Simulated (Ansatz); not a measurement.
Reaction (atomization): `C[O][SbH][SiH3]` → C• + 7 H• + O• + Sb• + Si•

Program: Ansatz. Geometries: PBE0-D4/def2-TZVP. ΔE: electronic, gas phase. CCSD(T)/CBS adds triple-zeta CCSD(T) − MP2 to the extrapolated MP2 energy (def2 sets, frozen cores). This one scheme is used for every species, atoms too. Open shells (•) are unrestricted, without spin–orbit coupling. Spin–orbit coupling would lower the free atoms: a little for C, O, Si. Elements past krypton have def2 core potentials. Bonds to Sb are less sure, by a few kJ/mol each and by 10 to 20 or more in all where they break to atoms, as the def2 sets lack core-valence functions. One conformer a species, not always the lowest.

`C[O][SbH][SiH3]`:

Z-matrix (Å, degrees):
```
C
O 1 1.405
H 1 1.099 2 112.0
H 1 1.099 2 112.8 3 122.2
H 1 1.094 2 107.9 3 -118.8
Sb 2 1.981 1 117.0 3 -69.0
Si 6 2.580 2 90.6 1 162.6
H 6 1.725 2 95.8 1 72.6
H 7 1.486 6 109.5 2 74.7
H 7 1.484 6 110.7 2 -46.4
H 7 1.489 6 108.4 2 -166.9
```

```
          species  MP2/def2-TZVPP energy (Eh)
`C[O][SbH][SiH3]`                  -645.93857
               C•                   -37.75859
               H•                    -0.49981
               O•                   -74.95729
              Sb•                  -239.56272
              Si•                  -288.90688
```

Q: Work out ΔE.

A: ΔE = 7 × (-0.49981) + (-37.75859) + (-74.95729) + (-239.56272) + (-288.90688) − (-645.93857) = 1.25442 Eh = +787.2 kcal/mol. CCSD(T)/CBS gives +815.2 kcal/mol.

Largest T1 diagnostic among the species: 0.014.

From BLYP to BHLYP (50 % exact exchange), in def2-TZVPP and without D4, ΔE moves by −18.8 kcal/mol: exact exchange takes away binding that semilocal exchange gives to molecules. At CCSD(T), def2-SVP lies −65.2 kcal/mol from the extrapolated value and def2-TZVPP −25.8 kcal/mol: correlation converges slowly with the basis, and small sets miss more of it in the bonded molecule than in its fragments.

For atomizations the MP2-based limit and the directly extrapolated one differ by several kJ/mol either way, and by 10 to 25 for some Ge, Se and Sn compounds, so smaller differences from it don't rank the levels.
